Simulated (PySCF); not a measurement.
# Simulated absorption spectrum

Compound: C6H7NOSi.
Bonds: C1–N2, N2–Si3, Si3–C4, C4–C5 (triple), C5–C6, C6–C7 (triple), C7–C8, C8–O9 (double). Hydrogens: H10, H11, H12 on C1; H13 on N2; H14, H15 on Si3; H16 on C8.

Computed with TDDFT CAM-B3LYP/def2-SVPD, vertical, gas phase, core orbitals frozen in the response (PySCF). One conformer (not necessarily the lowest) at the GFN2-xTB geometry, without solvent, vibrations or thermal averaging. Torsions of this conformer, `[CH3:1][NH:2][SiH2:3][C:4]#[C:5][C:6]#[C:7][CH:8]=[O:9]`: C1–N2–Si3–C4 175°.

Computed states:

| state | E (eV) | f |
| --- | --- | --- |
| S1 | 3.65 | 0.0003 |
| S2 | 3.71 | 0.0002 |
| S3 | 4.28 | 0.086 |
| S4 | 4.72 | 0.0014 |
| S5 | 4.84 | 0.0012 |
| S6 | 5.55 | 0.012 |
| S7 | 6.17 | 0.063 |
| S8 | 6.25 | 0.043 |

Each state is given a Gaussian of 0.3 eV full width at half maximum, with ε(max) = 2.175×10⁸ f / Δν̃ (Δν̃ the width in cm⁻¹). The width is an assumption, not a result. The curve ends short of the highest state used, and states not computed would add to its high-energy end.

Q: Give the broadened spectrum and its maxima.

A: 
E (eV), ε (L mol⁻¹ cm⁻¹) and a bar:
```
     3.20          0 
     3.27          0 
     3.34          1 
     3.41          5 
     3.48         13 
     3.55         25 
     3.62         36 
     3.69         38 
     3.76         33 
     3.83         33 
     3.90         96 
     3.97        394 ##
     4.04       1289 #####
     4.11       3134 #############
     4.18       5636 #######################
     4.25       7495 ##############################
     4.32       7371 ##############################
     4.39       5363 #####################
     4.46       2898 ############
     4.53       1193 #####
     4.60        437 ##
     4.67        234 #
     4.74        213 #
     4.81        201 #
     4.88        157 #
     4.95         97 
     5.02         47 
     5.09         19 
     5.16         14 
     5.23         45 
     5.30        151 #
     5.37        386 ##
     5.44        731 ###
     5.51       1023 ####
     5.58       1059 ####
     5.65        812 ###
```

Maxima: 338 nm (3.67 eV), ε about 39, made up of S1 (64%) and S2 (36%); 290 nm (4.28 eV), ε about 7700, made up of S3 (100%); 223 nm (5.55 eV), ε about 1100, made up of S6 (100%) (ε in L mol⁻¹ cm⁻¹; maxima over ε = 5, shares over 10%).

Q: Coming from long wavelengths, where does ε first pass 100 L mol⁻¹ cm⁻¹?

A: At about 318 nm (3.90 eV), 0.25 eV above S1.

Q: What would ε be at 4.28 eV, the highest of these maxima, with half the width (0.15 eV)?

A: About 15400 L mol⁻¹ cm⁻¹ against 7720, a factor of about 2.00; a lone state at its own centre would give exactly 2.

Q: On this curve, what absorbance would a 10⁻⁵ mol/L sample give at 365 nm over a 1 cm path?

A: 365 nm is 3.397 eV, where ε is about 4.2 L mol⁻¹ cm⁻¹, so A = ε c l ≈ 4.2e-05 (Beer–Lambert, with the gas-phase spectrum and the assumed width).
